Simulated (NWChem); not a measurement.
System: C2H4I cation

```xyz
7

C     -0.3426     2.4549     0.0000
C      0.5391     1.3154     0.0000
I     -0.0015    -0.5892     0.0000
H     -0.0602     3.0973     0.8641
H     -0.0602     3.0973    -0.8641
H     -1.4166     2.2366     0.0000
H      1.6274     1.4824     0.0000
```
Atoms are numbered in this order, from 1.

Results from NWChem. The geometry was optimised at PBE0/def2-SVP. def2 effective core potentials on I; no spin-orbit coupling. Static field.

Problem. Order these by “isotropic polarisability (bohr³)”, lowest first: Hartree-Fock/def2-SVPD; B3LYP/def2-SVPD; BHandHLYP/def2-SVPD.

Solution. Hartree-Fock/def2-SVPD (51.4), BHandHLYP/def2-SVPD (53.0), B3LYP/def2-SVPD (54.1)
